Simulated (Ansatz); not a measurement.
Species: C$_{3}$H$_{4}$NSSi (charge 0, doublet). It need not be the lowest isomer of its formula. 
Structure (B3LYP-D3(BJ)/def2-TZVP (Ansatz, an electronic-structure program) minimum search):
SMILES: [SiH2]c1nccs1
```xyz
10

Si     2.2194    -0.0817     0.3510
C      0.3857    -0.1964     0.1226
N     -0.3468    -1.1955     0.5632
C     -1.6730    -0.9954     0.3339
C     -1.9963     0.1816    -0.2830
S     -0.5762     1.0807    -0.6008
H      2.8499    -1.4159     0.2389
H      2.7853     0.9058    -0.5999
H     -2.3857    -1.7483     0.6383
H     -2.9726     0.5419    -0.5610
```
Charge 0, spin multiplicity 2.

Atomisation energy built up term by term with Ansatz (kcal/mol; UHF references for open shells; valence terms freeze the core; atomic spin-orbit terms are left out). CBS(X,Y): correlation extrapolated as X^-3; Hartree-Fock from the larger set.

The UHF reference is spin-contaminated (<S^2> 0.31 over the pure value in the largest basis). 

```csv
term,basis,kcal/mol
Hartree-Fock,cc-pV(Q+d)Z,656.02
CCSD correlation,"CBS(cc-pV(T+d)Z,cc-pV(Q+d)Z)",269.29
(T),"CBS(cc-pV(T+d)Z,cc-pV(Q+d)Z)",27.18
core correlation,cc-pwCVTZ,4.10
scalar relativity (X2C),cc-pVTZ-DK against cc-pVTZ,-1.58
sum: De,,955.0
```

(T) makes 2.9 % of the CCSD(T) atomisation energy; under 5 % is typical of single-reference molecules.
